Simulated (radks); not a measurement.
The numbers below are computed, except where a source is named.
Species: Cl V. Configuration: [Ne] 3s2 3p1.

Level of theory: scalar-relativistic Kohn-Sham, HCTH/407, spin-polarised, spherical densities, finite nucleus; open shells are filled with parallel spins first; Fermi nuclear charge, rms radius 3.3654 fm (a radial shooting solver on a logarithmic mesh with Libxc functionals).

Energy parts (eV):
| part | energy |
|---|---|
| total | -12432.419 |
| kinetic | 12486.385 |
| electron-nucleus | -28829.404 |
| Hartree | 4633.581 |
| exchange-correlation | -722.980 |

Orbitals (lengths in bohr, moments of r in powers of bohr; r(max) is where P^2 peaks):
orbital  occ.  eigenvalue (eV)   <1/r>      <r^4>   r(max)
1s up       1        -2816.591   16.66  0.0003211  0.05954
1s down     1        -2816.314   16.66  0.0003209  0.05954
2s up       1        -318.2733   3.326    0.09623   0.3610
2s down     1        -318.1139   3.326    0.09561   0.3612
2p up       3        -257.8195   3.227    0.08667   0.3005
2p down     3        -257.4966   3.226    0.08595   0.3008
3s up       1         -75.1868   1.029      6.465    1.204
3s down     1         -72.6604   1.020      6.960    1.206
3p up       1         -60.8444  0.9434      8.848    1.266

The highest occupied level is 3p up at -60.844 eV. The electron density at the nucleus is 3600 e/bohr^3 (large components only). Spin moment in Bohr magnetons: 1. The density falls to 0.001 e/bohr^3 at r = 2.82 bohr.

Empty levels of this run are not shown, since the potential may be unsettled where no density lies.
